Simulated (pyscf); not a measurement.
# Concerted two-bond exchange: H₃Si–SeH + H₂Se → H₂Se + H₃Si–SeH

Gas phase, singlet surface, charge 0. Bonds broken: Se1–Si2, Se7–H8. Bonds formed: Se1–H8, Si2–Se7. Optimised with ωB97X-D3(BJ)/def2-SVP in PySCF.

Transition state (Å):

```xyz
9

Se     0.0417    -1.3563     0.2736
Si    -1.5088     0.6567    -0.1055
H     -0.8884    -2.2203    -0.4621
H     -2.4258     0.6244    -1.2807
H     -2.3706    -0.0041     0.9446
H     -1.1876     1.9541     0.5497
Se     0.3714     1.1290    -1.8666
H      0.6344    -0.6499    -1.0315
H      1.3436     1.6343    -0.8891
```

One imaginary mode, 699i cm⁻¹; descent along it reached the two sides named.

```csv
bond,change,reactant side (Å),saddle,product side
Se1–Si2,breaks,2.286,2.569,3.9
Se7–H8,breaks,1.491,1.983,4.4
Se1–H8,forms,3.1,1.598,1.466
Si2–Se7,forms,3.6,2.6,2.270
```

Electronic energies relative to the separated reactants (kcal/mol):

```
level                   barrier  reaction energy  reverse barrier
----------------------  -------  ---------------  ---------------
ωB97X-D3(BJ)/def2-TZVP     36.6              0.0             36.6
PBE/def2-TZVP              29.8              0.0             29.8
r²SCAN/def2-TZVP           32.9              0.0             32.9
B3LYP-D3(BJ)/def2-TZVP     34.9              0.0             34.9
PBE0-D3(BJ)/def2-TZVP      32.3              0.0             32.3
M06-2X/def2-TZVP           38.6              0.0             38.6
ωB97M-D3(BJ)/def2-TZVP     40.0              0.0             40.0
HF/def2-TZVP               61.0              0.0             61.0
```

With ωB97M-D3(BJ)/def2-TZVP energies and thermal terms (ideal gas, 1 atm, RRHO with modes under 100 cm⁻¹ raised to 100, one conformer, R ln 2 for chiral ones without a mode under 150 cm⁻¹), in kcal/mol:

```tsv
T (K)	ΔH‡	ΔG‡	ΔH	ΔG
298	39.4	50.0	0.0	0.0
600	39.8	60.6	0.0	0.0
900	40.6	70.8	0.0	0.0
1200	41.4	80.8	0.0	0.0
```

One saddle was located; it need not be the lowest between these sides. Elements up to Kr have no core potential and no relativistic terms here.
